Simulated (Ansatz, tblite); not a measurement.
Cost and result up the ladder for B(IMe)F3 (C₅H₈BF₃N₂) (19 atoms). Charge 0, multiplicity 1. Geometry: PBE-D4/def2-SVP.

```
atom   x (Å)   y (Å)   z (Å)
  B1   1.207  -0.926   1.279
  C2   0.202  -0.097   0.234
  N3   0.297   1.142  -0.312
  C4   1.352   2.111  -0.022
  C5  -0.753   1.368  -1.189
  C6  -1.519   0.229  -1.186
  N7  -0.915  -0.651  -0.305
  C8  -1.361  -2.011  -0.015
  H9   1.904   2.352  -0.951
 H10   0.907   3.038   0.391
 H11   2.034   1.655   0.716
 H12  -0.871   2.312  -1.730
 H13  -2.437  -0.019  -1.727
 H14  -1.201  -2.203   1.061
 H15  -2.431  -2.105  -0.273
 H16  -0.761  -2.739  -0.594
 F17   0.409  -1.346   2.360
 F18   2.247  -0.087   1.711
 F19   1.691  -2.022   0.552
```

Ansatz on 4 threads of Arm Neoverse V2 on a shared host; xTB runs through tblite on one thread. Times are rough, summed over both states, and most runs start from the orbitals of an earlier one. B2PLYP/def2-TZVP serves as the yardstick here, not as an exact answer. The other state is a doublet.

The xTB rows come from tblite. Correlated methods freeze 11 core orbitals.

Run but left out: PBE-D4/def2-TZVP (charge +1 doublet: an occupied level 0.04 eV above an empty one).

Correlated methods converge slowly with the basis.

Raw xTB energies of ions are shifted by several eV.

```tsv
level	functions	wall time
GFN2-xTB	52	0.019 s
GFN1-xTB	60	0.023 s
PBE0-D4/def2-TZVP (with forces)	389	58 s
B2PLYP/def2-TZVP	389	65 s
```

(1) Estimate what each level gives for the vertical IE (eV).

Results:

(1) 
| level | vertical IE (eV) | difference from B2PLYP/def2-TZVP (eV) |
| --- | --- | --- |
| GFN2-xTB | 14.26 | 4.49 |
| GFN1-xTB | 14.95 | 5.18 |
| PBE0-D4/def2-TZVP (with forces) | 9.71 | -0.06 |
| B2PLYP/def2-TZVP | 9.77 | 0.00 |
